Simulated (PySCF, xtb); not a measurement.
SiHCl3, SMILES Cl[SiH](Cl)Cl.

Harmonic wavenumbers (cm⁻¹) from GFN2-xTB run with xtb at its own minimum, in rising order: 138, 138, 205, 439, 522, 522, 634, 634, 2325.

### Question
What does B3LYP-D3(BJ)/def2-SVP (PySCF 2.14.0) give at its own minimum? (The exact figures need the calculation; the answer reports its results.)

### Answer
171, 171, 245, 489, 599, 599, 813, 813, 2309. Paired by order, the mean absolute difference is 76 cm⁻¹ and the zero-point energies are 7.9 and 8.9 kcal/mol.
